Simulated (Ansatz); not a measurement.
Consider the atomization: `[OH][InH][CH2][SiH3]` → C• + 7 H• + In• + O• + Si•.

Isolated molecules relaxed with PBE0-D4/def2-TZVP in Ansatz; ΔE leaves out vibrations. CCSD(T)/CBS adds triple-zeta CCSD(T) − MP2 to the extrapolated MP2 energy (def2 sets, frozen cores). This one scheme is used for every species, atoms too. Functionals use def2-TZVPP. No spin–orbit coupling; open shells (•) take unrestricted orbitals. Spin–orbit coupling would lower the free atoms: a little for C, O, Si; strongly for In. Elements past krypton have def2 core potentials. For In outer-core shells are correlated without core-valence functions, so the limit isn't a true one: a few kJ/mol of doubt a bond, and 10 to 20 or more in all where bonds break to atoms. One conformer a species, not always the lowest.

`[OH][InH][CH2][SiH3]`:

Z-matrix (Å, degrees):
```
C
In 1 2.154
Si 1 1.861 2 112.6
H 1 1.095 2 106.6 3 -120.1
H 1 1.092 2 108.9 3 123.9
O 2 1.994 1 113.4 3 47.2
H 2 1.706 1 133.8 3 -133.0
H 3 1.490 1 109.9 2 -59.7
H 3 1.489 1 112.9 2 179.8
H 3 1.490 1 110.4 2 58.9
H 6 0.960 2 113.3 1 -2.4
```

CCSD(T)/CBS gives +35.61 eV.

**Question.** Another level gave +34.87 eV. Which?
A. r2SCAN0-D4/def2-TZVPP
B. revPBE/def2-TZVPP
C. CCSD/def2-TZVPP
D. PBE0-D4/def2-TZVPP

**Answer.** A. r2SCAN0-D4 34.87, revPBE 33.98, CCSD/def2-TZVPP 34.18, PBE0-D4 34.94 eV.

Largest T1 diagnostic among the species: 0.015.

The D4 term adds +0.37 eV with B3LYP and +0.20 eV with PBE0; it sums over pairs of atoms, weighted by their polarisabilities, and B3LYP, whose exchange is more repulsive, gets the larger term. At CCSD(T), def2-SVP lies −2.55 eV from the extrapolated value and def2-TZVPP −0.96 eV: correlation converges slowly with the basis, and small sets miss more of it in the bonded molecule than in its fragments. Leaving LDA and LC-ωPBE aside and taking each functional with its dispersion term where it has one, the values, not all of them listed here, spread over 1.20 eV, from BHLYP-D4 to ωB97X-V. LDA lies +4.75 eV from PBE without D4, its usual overbinding.

B3LYP here is the variant with VWN-RPA as its local correlation; programs differ in this.

For atomizations the MP2-based limit and the directly extrapolated one differ by several kJ/mol either way, and by 10 to 25 for some Ge, Se and Sn compounds, so smaller differences from it don't rank the levels.
